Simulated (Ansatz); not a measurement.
System: COOs (charge 0, triplet). The spin state was set by rule; other spins were not relaxed. SMILES: [C-](#[O+])->[Os]
Geometry: optimised at B3LYP-D3(BJ)/def2-TZVP (Ansatz, a first-principles code).

Property: vertical electron affinity (to the doublet state of charge -1; a negative value means that the extra electron is unbound and the number depends on the basis; each state is the SCF solution reached for its spin; the UHF <S^2> is 1.31 for the doublet (pure: 0.75) and 2.39 for the triplet (pure: 2.00); for the doublet the Hartree-Fock reference is unstable and T1 is 0.071; for the triplet T1 is 0.065), in eV. Correlated levels leave the core frozen unless marked. Open shells are spin-unrestricted. No spin-orbit coupling. The frozen core is the preceding noble-gas configuration, with the filled d and f shells of earlier blocks. Past Kr the def2 sets carry scalar-relativistic core potentials. Anions need diffuse functions: def2-D sets add few. 

```json
[
 {"level": "SVWN5/def2-TZVPD", "program": "Ansatz", "vertical electron affinity (eV)": "1.61"},
 {"level": "PBE/def2-TZVPD", "program": "Ansatz", "vertical electron affinity (eV)": "1.43"},
 {"level": "r2SCAN/def2-TZVPD", "program": "Ansatz", "vertical electron affinity (eV)": "1.41"},
 {"level": "BHLYP/def2-TZVPD", "program": "Ansatz", "vertical electron affinity (eV)": "0.95"},
 {"level": "wB97M-V/def2-TZVPD", "program": "Ansatz", "vertical electron affinity (eV)": "0.96"},
 {"level": "wB97X-V/def2-TZVPD", "program": "Ansatz", "vertical electron affinity (eV)": "0.97"},
 {"level": "wB97X/def2-TZVPD", "program": "Ansatz", "vertical electron affinity (eV)": "0.98"},
 {"level": "CCSD(T)/def2-SVPD", "program": "Ansatz", "vertical electron affinity (eV)": "0.99"},
 {"level": "CCSD(T)/def2-TZVPPD", "program": "Ansatz", "vertical electron affinity (eV)": "1.24"}
]
```
